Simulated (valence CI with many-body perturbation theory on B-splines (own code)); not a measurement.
**E1 transitions of Nd45+**

Calculated by valence CI with perturbative core correlation (CI+MBPT): five valence electrons over a frozen Dirac-Fock core [Ne], radial functions for each j: 11 s, 11 p, 10 d, 8 f, 5 g, 2 h, with the one-electron correlation potential Σ1, the two-electron term Σ2, the three-electron term Σ3, Breit, model QED; selected CI, second order for the rest, scaled by the run's own slope (own B-spline code, finite nucleus).

No measured spectrum was set against this ion. As an estimate, large intervals hold to a few tenths of a per cent, small ones and those within an open d or f shell to about a per cent. Among the levels kept, up to 3100 cm⁻¹ of a level comes from second order outside the variational space, and about a tenth of that is noise between levels of different J, which matters for small intervals.

Lines 1 to 50 of 566 in falling wavelength, among levels below 715.21 eV, chosen from the strongest by gf and those to the six lowest levels. Wavelengths and rates use the calculated energies. Electric multipoles are in the length gauge, E1 and E2 with the static RPA response of the core. Weak lines are less certain than strong ones. Lines between different terms over intervals too small for the method are left out, as are lines whose strength nearly cancels. Where a level lies close to another of its J and parity, the split of strength between their lines is uncertain. The highest levels of a list are the least certain.

Levels are named by their leading jj configuration (3d3/2^4 stands for four electrons in 3d with j = 3/2), which in mixed levels can hold well under half, so a name can repeat and another be missing. Letters in brackets count levels of one name in rising energy.

```
λ vac (nm)                               Upper                               Lower   A (s⁻¹)  S (a.u.) with core polarisation  S without
     27.81          (3s^2 3p1/2^2 3d3/2) J=3/2          (3s^2 3p1/2 3p3/2^2) J=5/2  1.57e+07                         6.67e-04   6.79e-04
     15.19          (3s^2 3p1/2^2 3d5/2) J=5/2          (3s^2 3p1/2 3p3/2^2) J=5/2  1.24e+08                         1.29e-03   1.31e-03
     13.63          (3s^2 3p1/2^2 3d5/2) J=5/2          (3s^2 3p1/2 3p3/2^2) J=3/2  1.86e+08                         1.40e-03   1.43e-03
     12.73      (3s 3p1/2^2 3p3/2 3d3/2) J=7/2  (3s^2 3p1/2 3p3/2 3d3/2) J=5/2 [b]  3.19e+09                         2.60e-02   2.65e-02
     12.54      (3s 3p1/2^2 3d3/2 3d5/2) J=9/2  (3s^2 3p1/2 3d3/2 3d5/2) J=7/2 [c]  2.22e+09                         2.16e-02   2.20e-02
     12.34          (3s 3p1/2^2 3d5/2^2) J=9/2  (3s 3p1/2 3p3/2^2 3d5/2) J=7/2 [a]  2.47e+09                         2.29e-02   2.33e-02
     11.28      (3s 3p1/2 3p3/2^2 3d3/2) J=9/2          (3s^2 3p3/2^2 3d3/2) J=7/2  4.30e+09                         3.05e-02   3.10e-02
     11.06      (3s 3p1/2^2 3d3/2 3d5/2) J=9/2  (3s^2 3p1/2 3d3/2 3d5/2) J=7/2 [b]  4.84e+09                         3.23e-02   3.29e-02
     10.97      (3s 3p1/2^2 3p3/2 3d5/2) J=9/2      (3s^2 3p1/2 3p3/2 3d5/2) J=9/2  5.06e+09                         3.30e-02   3.36e-02
     10.92  (3s 3p1/2^2 3p3/2 3d5/2) J=7/2 [a]  (3s^2 3p1/2 3p3/2 3d5/2) J=5/2 [b]  4.84e+09                         2.49e-02   2.54e-02
     10.78  (3s 3p1/2^2 3p3/2 3d5/2) J=7/2 [a]  (3s^2 3p1/2 3p3/2 3d5/2) J=7/2 [b]  3.29e+09                         1.63e-02   1.66e-02
     10.49          (3s 3p1/2^2 3d3/2^2) J=3/2          (3s^2 3p1/2 3d3/2^2) J=5/2  8.92e+09                         2.03e-02   2.07e-02
     10.49          (3s 3p1/2^2 3p3/2^2) J=5/2          (3s^2 3p1/2 3p3/2^2) J=5/2  4.76e+09                         1.63e-02   1.66e-02
     10.37      (3s 3p1/2^2 3p3/2 3d3/2) J=7/2      (3s^2 3p1/2 3p3/2 3d3/2) J=7/2  6.24e+09                         2.75e-02   2.80e-02
     10.31     (3s 3p1/2 3p3/2^2 3d5/2) J=11/2          (3s^2 3p3/2^2 3d5/2) J=9/2  1.12e+10                         7.30e-02   7.43e-02
     10.20  (3s 3p1/2 3p3/2^2 3d5/2) J=7/2 [e]      (3s^2 3p3/2^2 3d5/2) J=5/2 [b]  8.22e+09                         3.44e-02   3.51e-02
     10.13  (3s 3p1/2^2 3p3/2 3d3/2) J=5/2 [a]  (3s^2 3p1/2 3p3/2 3d3/2) J=5/2 [a]  6.79e+09                         2.09e-02   2.13e-02
     10.09  (3s 3p1/2^2 3d3/2 3d5/2) J=7/2 [a]  (3s^2 3p1/2 3d3/2 3d5/2) J=5/2 [a]  5.12e+09                         2.08e-02   2.12e-02
     10.08      (3s 3p1/2^2 3p3/2 3d5/2) J=9/2  (3s^2 3p1/2 3p3/2 3d5/2) J=7/2 [a]  1.30e+10                         6.59e-02   6.71e-02
     9.959  (3s 3p1/2^2 3d3/2 3d5/2) J=7/2 [a]  (3s^2 3p1/2 3d3/2 3d5/2) J=7/2 [a]  9.07e+09                         3.54e-02   3.60e-02
     9.887  (3s 3p1/2^2 3p3/2 3d5/2) J=5/2 [a]  (3s^2 3p1/2 3p3/2 3d5/2) J=5/2 [a]  7.85e+09                         2.25e-02   2.29e-02
     9.886          (3s 3p1/2^2 3d3/2^2) J=5/2          (3s^2 3p1/2 3d3/2^2) J=5/2  9.98e+09                         2.86e-02   2.91e-02
     9.842          (3s 3p1/2^2 3d5/2^2) J=5/2          (3s^2 3p1/2 3d5/2^2) J=5/2  9.61e+09                         2.71e-02   2.76e-02
     9.835       (3p1/2^2 3p3/2^2 3d3/2) J=7/2  (3s 3p1/2 3p3/2^2 3d3/2) J=7/2 [c]  1.21e+10                         4.54e-02   4.63e-02
     9.833  (3s 3p1/2^2 3p3/2 3d5/2) J=7/2 [b]  (3s^2 3p1/2 3p3/2 3d5/2) J=5/2 [b]  4.09e+09                         1.53e-02   1.56e-02
     9.787          (3s 3p1/2^2 3d5/2^2) J=5/2          (3s^2 3p1/2 3d5/2^2) J=3/2  1.01e+10                         2.80e-02   2.86e-02
     9.748          (3s 3p1/2^2 3d5/2^2) J=9/2          (3s^2 3p1/2 3d5/2^2) J=9/2  7.27e+09                         3.32e-02   3.38e-02
     9.722          (3s 3p1/2^2 3p3/2^2) J=5/2          (3s^2 3p1/2 3p3/2^2) J=3/2  7.93e+09                         2.16e-02   2.20e-02
     9.680  (3s 3p1/2 3p3/2^2 3d5/2) J=9/2 [b]          (3s^2 3p3/2^2 3d5/2) J=7/2  1.02e+10                         4.56e-02   4.65e-02
     9.671          (3s 3p1/2^2 3d5/2^2) J=9/2  (3s^2 3p1/2 3d3/2 3d5/2) J=7/2 [c]  6.02e+09                         2.69e-02   2.74e-02
     9.665  (3s 3p1/2^2 3d3/2 3d5/2) J=5/2 [a]  (3s^2 3p1/2 3d3/2 3d5/2) J=5/2 [a]  7.06e+09                         1.89e-02   1.92e-02
     9.653          (3s 3p1/2^2 3p3/2^2) J=1/2          (3s^2 3p1/2 3p3/2^2) J=1/2  1.68e+10                         1.49e-02   1.52e-02
     9.619      (3s 3p1/2^2 3d3/2 3d5/2) J=9/2      (3s^2 3p1/2 3d3/2 3d5/2) J=9/2  9.68e+09                         4.25e-02   4.33e-02
     9.571            (3s 3p1/2 3p3/2^3) J=5/2                (3s^2 3p3/2^3) J=3/2  8.52e+09                         2.21e-02   2.25e-02
     9.564          (3s 3p1/2^2 3d5/2^2) J=9/2  (3s 3p1/2 3p3/2^2 3d3/2) J=7/2 [a]  5.76e+09                         2.49e-02   2.53e-02
     9.558  (3s 3p1/2 3p3/2^2 3d5/2) J=5/2 [f]          (3s^2 3p3/2^2 3d5/2) J=3/2  5.96e+09                         1.54e-02   1.57e-02
     9.541  (3s 3p1/2^2 3d3/2 3d5/2) J=5/2 [a]  (3s^2 3p1/2 3d3/2 3d5/2) J=7/2 [a]  7.02e+09                         1.81e-02   1.84e-02
     9.531  (3s 3p1/2^2 3p3/2 3d5/2) J=5/2 [a]  (3s^2 3p1/2 3p3/2 3d5/2) J=3/2 [a]  1.17e+10                         3.00e-02   3.06e-02
     9.485  (3s 3p1/2^2 3p3/2 3d5/2) J=3/2 [b]      (3s^2 3p1/2 3p3/2 3d5/2) J=1/2  9.98e+09                         1.68e-02   1.71e-02
     9.346  (3s 3p1/2^2 3p3/2 3d5/2) J=3/2 [a]  (3s^2 3p1/2 3p3/2 3d5/2) J=5/2 [a]  1.31e+10                         2.11e-02   2.15e-02
     9.337  (3s 3p1/2^2 3p3/2 3d5/2) J=3/2 [b]  (3s^2 3p1/2 3p3/2 3d5/2) J=3/2 [b]  1.21e+10                         1.94e-02   1.98e-02
     9.300  (3s 3p1/2 3p3/2^2 3d3/2) J=7/2 [c]          (3s^2 3p3/2^2 3d3/2) J=7/2  9.11e+09                         2.89e-02   2.95e-02
     9.254  (3s 3p1/2 3p3/2^2 3d5/2) J=7/2 [d]      (3s^2 3p3/2^2 3d5/2) J=5/2 [a]  1.03e+10                         3.22e-02   3.28e-02
     9.241  (3s 3p1/2 3p3/2^2 3d5/2) J=5/2 [e]      (3s^2 3p3/2^2 3d5/2) J=5/2 [a]  7.52e+09                         1.76e-02   1.79e-02
     9.226          (3s 3p1/2^2 3d5/2^2) J=3/2          (3s^2 3p1/2 3d5/2^2) J=5/2  2.14e+10                         3.31e-02   3.37e-02
     9.172  (3s 3p1/2 3p3/2^2 3d5/2) J=3/2 [a]          (3s^2 3p3/2^2 3d5/2) J=1/2  1.04e+10                         1.59e-02   1.62e-02
     9.126  (3s 3p1/2^2 3d3/2 3d5/2) J=7/2 [b]      (3s^2 3p1/2 3d3/2 3d5/2) J=9/2  1.90e+10                         5.69e-02   5.79e-02
     9.124  (3s 3p1/2 3p3/2^2 3d5/2) J=3/2 [d]          (3s^2 3p3/2^2 3d5/2) J=3/2  9.85e+09                         1.48e-02   1.50e-02
     9.027  (3s 3p1/2^2 3p3/2 3d5/2) J=5/2 [b]  (3s^2 3p1/2 3p3/2 3d5/2) J=7/2 [b]  1.75e+10                         3.82e-02   3.89e-02
     9.015  (3s 3p1/2 3p3/2^2 3d3/2) J=3/2 [a]            (3s 3p1/2 3p3/2^3) J=5/2  1.08e+10                         1.57e-02   1.59e-02
```
